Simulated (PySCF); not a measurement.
Gas-phase reaction: GeH4 + GeO2 = 2 GeH2 + 2 O, at 800 K and a standard pressure of 1 bar. Level: PBE/def2-TZVP†.

Method: PySCF energies plus ideal-gas RRHO corrections (1 bar). † marks an energy on the PBE0/def2-TZVP geometry and frequencies. Open shells (unrestricted): O (multiplicity 3, electronic degeneracy 9); the rest are closed-shell singlets. Spin-orbit splitting is ignored; it lowers the true energy and changes the entropy of O. Ge: all electrons, no relativistic terms. GeO2, GeH2: computed as isolated molecules; such fragments, hydroxides, amides, oligomers or adducts are transient or little studied in the gas. The harmonic model lacks anharmonicity and excited electronic states, which grow with temperature; levels with a mode under 35 cm⁻¹ are left out.

```
species       E (Ha)  H(800 K) − E (kJ/mol)  S°(800 K) (J/mol/K)
-------  -----------  ---------------------  -------------------
GeH4     -2079.05766                  120.4                277.4
GeO2     -2227.02501                   53.6                297.0
GeH2     -2077.82197                   59.3                260.0
O          -75.00968                   16.6                182.2
```
E: electronic energy; H − E holds the zero-point and thermal terms. 1 Ha = 2625.5 kJ/mol.

Q: Work out ΔH°, ΔS°, ΔG° and log10 K from these numbers.

A: 1. ΔE = 2×(-2077.82197) + 2×(-75.00968) − 1×(-2079.05766) − 1×(-2227.02501) = 0.41937 Ha = 1101.1 kJ.
2. Δ(H − E) = 2×(59.3) + 2×(16.6) − 1×(120.4) − 1×(53.6) = -22.2 kJ, so ΔH° = 1078.9 kJ.
3. ΔS° = 2×(260.0) + 2×(182.2) − 1×(277.4) − 1×(297.0) = 310.0 J/K; the number of gas molecules changes by +2.
4. ΔG° = ΔH° − TΔS° = 1078.9 − 800×(310.0)/1000 = 830.9 kJ.
5. log10 K = −ΔG°/(RT ln 10) = -54.24, with RT ln 10 = 15.32 kJ/mol; at standard pressures the reactants are favoured.
6. A shift of 10 kJ in ΔE would move log10 K by 0.65 here.
For scale, ΔH°(298 K) is 1076 kJ at this level, 964 kJ at ωB97M-V/def2-TZVP†, and runs from 384 to 1628 kJ over the 20 levels computed.
